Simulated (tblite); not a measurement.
Isomers of C6H11O2 (doublet state). Computed with GFN2-xTB (tblite): harmonic, unscaled wavenumbers at the GFN2-xTB geometry, gas phase. The method is semi-empirical: single wavenumbers can be off by several per cent or more. One conformer each. Open shells enter through the occupations alone, without spin polarisation, and single modes of such species can be off by tens of per cent.

Electronic energies: GFN2-xTB at the same geometries; isomer energies are rough at this level and their order can be wrong.

```tsv
SMILES	electronic energy, lowest = 0 (kcal/mol)
C=C(C)[C@H]([O])OCC	28.4
CC[C@@H](C)[CH]OC=O	0.0
CC[C](C)COC=O	2.8
```

Task: How do GFN2-xTB zero-point energies change the relative energies?

Result: 
```
             SMILES  ZPE (kcal/mol)  of it from modes above 1550 cm⁻¹  electronic (kcal/mol)  with ZPE, lowest = 0 (kcal/mol)  lowest mode (cm⁻¹)  rings
CC[C@@H](C)[CH]OC=O            99.1                              49.8                    0.0                              0.0                  33      0
      CC[C](C)COC=O            98.7                              49.2                    2.8                              2.4                  15      0
C=C(C)[C@H]([O])OCC            97.5                              49.3                   28.4                             26.8                  32      0
```

The zero-point energies span 1.6 kcal/mol, from `C=C(C)[C@H]([O])OCC` to `CC[C@@H](C)[CH]OC=O`. The order is unchanged.
